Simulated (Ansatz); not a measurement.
Ansatz (a program for electronic structure) input (PBE/LANL2DZ): The .json file is the Basis Set Exchange's LANL2DZ.

Ansatz 0.2 input:
```yaml
crystal:
  periodic: [false, false, false]
  atoms:
    - {symbol: Cd, position_ang: [0.00000000, 0.00000000, 0.00000000]}
    - {symbol: I, position_ang: [-0.00000000, -0.00000000, -2.61217300]}
    - {symbol: I, position_ang: [0.00000000, 0.00000000, 2.61217300]}
basis:
  gaussian:
    orbitals: LANL2DZ.json
hamiltonian:
  xc: {name: PBE}
total_charge: 1
magnetization: {spin_polarized: true, initial_magnetization: 1}
```

Output:

```
Functional definition: PBE
integrals: 0.01 GiB planned
507 factors; integrals over basis functions are off by at most 2.0e-4 eV
mean field: 0.11 GiB planned
mean field evaluation 1: about -1925.8635 eV, gradient 1.1e1 eV
mean field evaluation 2: about -1924.5561 eV, gradient 1.6e1 eV
mean field evaluation 4: about -1927.4115 eV, gradient 8.0e-1 eV
mean field evaluation 8: about -1927.4169 eV, gradient 4.9e-1 eV
mean field evaluation 16: about -1927.4037 eV, gradient 7.1e-5 eV
mean field evaluation 32: about -1927.3903 eV, gradient 8.1e-1 eV
mean field evaluation 64: about -1927.3874 eV, gradient 2.7e-1 eV
mean field -1927.40368528 eV, -70.8307789928 hartree, gradient 2.2e-6 eV, S^2 0.751474; 6 other end points of the search recorded, 0 dependent functions left out
reference -1927.40372018 eV, -70.8307802754 hartree; 13, 12 occupied and 21, 22 virtual orbitals, 507 factors
Total energy: -1927.40372018 eV, -70.8307802754 hartree
```

The dipole moment of an ion depends on the origin.

The geometry given is a B3LYP-D3(BJ)/def2-TZVP minimum of the species of charge 0 and multiplicity 1, not of this state.
